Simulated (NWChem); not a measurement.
The numbers come from NWChem runs, not from measurements. System: Cl2Mg, charge 0, spin multiplicity 1, at a geometry optimised with B3LYP/def2-SVP. The structure started from a generated list of species. Level: G0W0@PBE0/def2-TZVPP, RI basis def2-tzvpp-rifit.

NWChem printed:

```
             Northwest Computational Chemistry Package (NWChem) 7.3.0
             --------------------------------------------------------

                                NWChem Input Module
                                -------------------

 Scaling coordinates for geometry "geometry" by  1.889725989
 (inverse scale =  0.529177249)

 Turning off AUTOSYM since
 SYMMETRY directive was detected!

                             Geometry "geometry" -> ""
                             -------------------------

 Output coordinates in angstroms (scale by  1.889725989 to convert to a.u.)

  No.       Tag          Charge          X              Y              Z
 ---- ---------------- ---------- -------------- -------------- --------------
    1 Mg                  12.0000     0.00000000     0.00000000     0.00000000
    2 Cl                  17.0000     0.00000000     0.00000000    -2.19476500
    3 Cl                  17.0000     0.00000000     0.00000000     2.19476500

 Effective nuclear repulsion energy (a.u.)     133.2126355543

            Nuclear Dipole moment (a.u.)
            ----------------------------
        X                 Y               Z
 ---------------- ---------------- ----------------
     0.0000000000     0.0000000000     0.0000000000

      Symmetry information
      --------------------

 Group name             D2h
 Group number             26
 Group order               8
 No. of unique centers     2

      Symmetry unique atoms

     1    2


 Summary of "ao basis" -> "" (spherical)
 ------------------------------------------------------------------------------
       Tag                 Description            Shells   Functions and Types
 ---------------- ------------------------------  ------  ---------------------
 *                         def2-tzvpp                 on all atoms

 new library libraries.bse/

 Summary of "ri basis" -> "" (spherical)
 ------------------------------------------------------------------------------
       Tag                 Description            Shells   Functions and Types
 ---------------- ------------------------------  ------  ---------------------
 *                      def2-tzvpp-rifit              on all atoms

                                 NWChem DFT Module
                                 -----------------

 Summary of "ao basis" -> "ao basis" (spherical)
 ------------------------------------------------------------------------------
       Tag                 Description            Shells   Functions and Types
 ---------------- ------------------------------  ------  ---------------------
 Mg                        def2-tzvpp               12       32   5s4p3d
 Cl                        def2-tzvpp               14       42   5s5p3d1f

 Summary of "ao basis" -> "ao basis" (spherical)
 ------------------------------------------------------------------------------
       Tag                 Description            Shells   Functions and Types
 ---------------- ------------------------------  ------  ---------------------
 Mg                        def2-tzvpp               12       32   5s4p3d
 Cl                        def2-tzvpp               14       42   5s5p3d1f

      Symmetry analysis of basis
      --------------------------

        ag         29
        au          4
        b1g         7
        b1u        22
        b2g        13
        b2u        14
        b3g        13
        b3u        14

            General Information
            -------------------
          SCF calculation type: DFT
          Wavefunction type:  closed shell.
          No. of atoms     :     3
          No. of electrons :    46
           Alpha electrons :    23
            Beta electrons :    23
          Charge           :     0
          Spin multiplicity:     1
          Use of symmetry is: on ; symmetry adaption is: on
          Maximum number of iterations: 100
          This is a Direct SCF calculation.
          AO basis - number of functions:   116
                     number of shells:    40
          Convergence on energy requested:  1.00D-06
          Convergence on density requested:  1.00D-05
          Convergence on gradient requested:  5.00D-04

              XC Information
[...]
  ----- ------------  ---------------      ----- ------------  ---------------
    48      0.368459  2 Cl py                90      0.368459  3 Cl py
    51      0.250308  2 Cl py                93      0.250308  3 Cl py
    45      0.169950  2 Cl py                87      0.169950  3 Cl py
    39     -0.141017  2 Cl py                81     -0.141017  3 Cl py
    13      0.078568  1 Mg py                42     -0.065526  2 Cl py

 Vector   22  Occ=2.000000D+00  E=-3.301155D-01  Symmetry=b3g
              MO Center= -5.5D-31, -9.0D-17,  2.4D-16, r^2= 5.8D+00
   Bfn.  Coefficient  Atom+Function         Bfn.  Coefficient  Atom+Function
  ----- ------------  ---------------      ----- ------------  ---------------
    48      0.378538  2 Cl py                90     -0.378538  3 Cl py
    51      0.240295  2 Cl py                93     -0.240295  3 Cl py
    45      0.172889  2 Cl py                87     -0.172889  3 Cl py
    39     -0.143677  2 Cl py                81      0.143677  3 Cl py
    42     -0.066691  2 Cl py                84      0.066691  3 Cl py

 Vector   23  Occ=2.000000D+00  E=-3.301155D-01  Symmetry=b2g
              MO Center= -9.8D-18, -5.6D-32,  3.4D-16, r^2= 5.8D+00
   Bfn.  Coefficient  Atom+Function         Bfn.  Coefficient  Atom+Function
  ----- ------------  ---------------      ----- ------------  ---------------
    47      0.378538  2 Cl px                89     -0.378538  3 Cl px
    50      0.240295  2 Cl px                92     -0.240295  3 Cl px
    44      0.172889  2 Cl px                86     -0.172889  3 Cl px
    38     -0.143677  2 Cl px                80      0.143677  3 Cl px
    41     -0.066691  2 Cl px                83      0.066691  3 Cl px

 Vector   24  Occ=0.000000D+00  E=-6.886977D-02  Symmetry=ag
              MO Center=  1.0D-15,  1.6D-16,  2.8D-14, r^2= 5.2D+00
   Bfn.  Coefficient  Atom+Function         Bfn.  Coefficient  Atom+Function
  ----- ------------  ---------------      ----- ------------  ---------------
     5      0.748427  1 Mg s                  4      0.486254  1 Mg s
     3     -0.214934  1 Mg s                 37     -0.195960  2 Cl s
    79     -0.195960  3 Cl s                 52     -0.173032  2 Cl pz
    94      0.173032  3 Cl pz                49     -0.170003  2 Cl pz
    91      0.170003  3 Cl pz                36     -0.138024  2 Cl s

 Vector   25  Occ=0.000000D+00  E=-9.522857D-03  Symmetry=b3u
              MO Center= -1.1D-15, -6.6D-31, -2.1D-17, r^2= 5.5D+00
   Bfn.  Coefficient  Atom+Function         Bfn.  Coefficient  Atom+Function
  ----- ------------  ---------------      ----- ------------  ---------------
    15      0.898917  1 Mg px                12      0.280866  1 Mg px
    50     -0.216067  2 Cl px                92     -0.216067  3 Cl px
     6     -0.150546  1 Mg px                47     -0.127104  2 Cl px
    89     -0.127104  3 Cl px                44     -0.076269  2 Cl px
    86     -0.076269  3 Cl px                38      0.052774  2 Cl px

 Vector   26  Occ=0.000000D+00  E=-9.522857D-03  Symmetry=b2u
              MO Center= -1.3D-31, -2.7D-16, -5.9D-17, r^2= 5.5D+00
   Bfn.  Coefficient  Atom+Function         Bfn.  Coefficient  Atom+Function
  ----- ------------  ---------------      ----- ------------  ---------------
    16      0.898917  1 Mg py                13      0.280866  1 Mg py
    51     -0.216067  2 Cl py                93     -0.216067  3 Cl py
     7     -0.150546  1 Mg py                48     -0.127104  2 Cl py
    90     -0.127104  3 Cl py                45     -0.076269  2 Cl py
    87     -0.076269  3 Cl py                39      0.052774  2 Cl py

 center of mass
 --------------
 x =   0.00000000 y =   0.00000000 z =   0.00000000

 moments of inertia (a.u.)
 ------------------
        1203.053855090050           0.000000000000           0.000000000000
           0.000000000000        1203.053855090050           0.000000000000
           0.000000000000           0.000000000000           0.000000000000

     Multipole analysis of the density
     ---------------------------------

     L   x y z        total         alpha         beta         nuclear
     -   - - -        -----         -----         ----         -------
     0   0 0 0     -0.000000    -23.000000    -23.000000     46.000000

     1   1 0 0      0.000000      0.000000      0.000000      0.000000
     1   0 1 0      0.000000      0.000000      0.000000      0.000000
     1   0 0 1     -0.000000     -0.000000     -0.000000      0.000000

     2   2 0 0    -24.860909    -12.430454    -12.430454      0.000000
     2   1 1 0     -0.000000     -0.000000     -0.000000      0.000000
     2   1 0 1     -0.000000     -0.000000     -0.000000      0.000000
     2   0 2 0    -24.860909    -12.430454    -12.430454      0.000000
     2   0 1 1      0.000000      0.000000      0.000000      0.000000
     2   0 0 2    -37.411552   -311.136261   -311.136261    584.860970

 Task  times  cpu:        5.6s     wall:        5.6s

                                NWChem Input Module
                                -------------------

                                 NWChem GW Module
                                 ----------------

                             ***********************
                             ***        GW       ***
                             ***********************

 Summary of "ri basis" -> "ri basis" (spherical)
 ------------------------------------------------------------------------------
       Tag                 Description            Shells   Functions and Types
 ---------------- ------------------------------  ------  ---------------------
 Mg                     def2-tzvpp-rifit            28       92   10s8p6d4f
 Cl                     def2-tzvpp-rifit            33      123   11s8p7d5f2g

                 Memory Information
                 ------------------
          Available GA per process is          1699.9 MBs
          Available stack per process is        700.0 MBs
          Available heap per process is           0.0 MBs

          Peak memory in Initialization
              Peak GA per process is                  8.4 MBs
              Peak stack per process is               0.1 MBs
              Peak heap per process is                8.9 MBs
              Memory not in MA per process            0.0 MBs

          Peak memory in AFF Calculation
              Peak GA per process is                 47.8 MBs
              Peak stack per process is              34.9 MBs
              Peak heap per process is                0.0 MBs
              Memory not in MA per process           34.9 MBs

          Computing 2-center integrals
          Computing Inverse Cholesky factor
          Computing 3-center integrals
          Computing V_xc ...

          Computing Sigma_x
          Computing RPA polarizability
          Solving quasiparticle equations

                  Alpha Orbitals
          State     Energy (eV)     Error (eV)
          -----------------------------------
@GW        20        -11.373           0.002
@GW        21        -11.373           0.002
@GW        22        -11.249           0.005
@GW        23        -11.249           0.005
@GW        24         -0.170           0.003
@GW        25          1.376           0.003

   Applying  -2.2665 eV scissor-shift to rest of particle states

   Applying   1.7036 eV scissor-shift to rest of hole states

     GW Timing Statistics
   ------------------------
   Init.   :          0.1s
     ERIs  :          1.2s
     Distr.:          0.0s
     Vxc   :          0.9s
   Sigma_x :          0.0s
   RPA     :          5.0s
   Wmn     :          0.1s
   Sigma_c :          0.0s
   GW total:          7.3s

 Task  times  cpu:        7.3s     wall:        7.3s

 Total times  cpu:       13.0s     wall:       13.0s
```

Question: Write an NWChem input that would produce this output.

Answer: Several could match; the one computed here: 
```
start mol
memory heap 200 mb stack 700 mb global 1700 mb
geometry units angstroms nocenter noautoz
  Mg     0.000000     0.000000     0.000000
  Cl     0.000000     0.000000    -2.194765
  Cl     0.000000     0.000000     2.194765
  symmetry group D2h
end
basis spherical
  * library def2-tzvpp
end
basis "ri basis" bse spherical
  * library def2-tzvpp-rifit
end
dft
  xc pbe0
  iterations 100
  direct
  tolerances tight
end
task dft energy
gw
  states alpha occ 4 vir 2
end
task dft gw
```
